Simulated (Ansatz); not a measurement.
The same path of Cl₄H₄NOTa (11 atoms, charge 0, multiplicity 1) was run twice with different band settings. Lost on the way: N8–H11. Made: O2–H11.

Theory: RKS PBE/def2-SVP (Ansatz).

Relaxed end points:

```xyz
11
Properties=species:S:1:pos:R:3
Ta 0.108 0.014 0.193
O 1.856 -0.754 0.356
H 2.321 -1.177 1.099
Cl -0.028 -0.326 2.566
Cl 0.661 0.931 -1.905
Cl -1.815 1.404 0.404
Cl -1.032 -1.867 -0.526
N 1.172 2.012 0.898
H 1.281 2.017 1.923
H 0.598 2.829 0.648
H 2.102 2.137 0.473
```

```xyz
11
Properties=species:S:1:pos:R:3
Ta -0.069 0.553 0.365
O 2.156 -0.232 0.406
H 2.042 -1.167 0.113
Cl 0.125 0.041 2.683
Cl 0.469 1.172 -1.830
Cl -2.331 0.997 0.341
Cl -0.247 -1.787 -0.238
N 0.703 2.318 0.881
H 0.861 2.630 1.846
H 1.097 2.991 0.213
H 2.420 -0.297 1.348
```

Common settings: spring 5.0 eV/Å²; optimiser quadratic models (default); start path through a guess of the saddle point; force threshold 0.03 eV/Å; iteration limit 60; end points relaxed.

| run | movable images | climbing image |
| --- | --- | --- |
| 1 | 7 | yes |
| 2 | 6 | no |

**Question.** What does each run give, and how far can it be trusted?

**Answer.** Run 1: converged after 22 iterations, highest image 1.168 eV above the first end. A vibrational analysis at the climbing image gives one clearly imaginary mode, 831i cm⁻¹: a first-order saddle point.
Run 2: converged after 19 iterations, highest image 1.003 eV above the first end. No image climbed, so the highest image needn't sit at the top of the path.
The orbitals stay closed-shell, which can raise the energy where a bond breaks towards radicals; this wasn't checked here.
